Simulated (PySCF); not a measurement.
GaClBr₂, SMILES [Cl][Ga]([Br])[Br].

Coordinates come from a B3LYP-D3(BJ)/def2-SVP optimisation.

Two levels are set side by side: TDA-PBE/def2-SVPD (PySCF) and TDA-LC-ωPBE/def2-SVPD (PySCF). Vertical, same geometry. The lowest singlet is HOMO→LUMO 99 % with PBE and HOMO→LUMO 90 % with the other functional; states are paired by order. Differences are taken from unrounded values.

```
quantity                               TDA-LC-ωPBE  TDA-PBE  TDA-PBE minus TDA-LC-ωPBE
-------------------------------------  -----------  -------  -------------------------
lowest singlet excitation (eV)                5.91     4.38                      -1.54
lowest triplet excitation (TDA) (eV)          5.41     4.06                      -1.35
first bright state (f over 0.05) (eV)         6.27     5.62                      -0.64
its oscillator strength                       0.05     0.07                       0.02
```

Functionals without exact exchange tend to place singlet excitations lower, as here. Differences between two approximate levels are no errors against the true value.

Rough cost on one machine, each run with all the roots and properties that it gave: TDA-LC-ωPBE against TDA-PBE about 4 times.
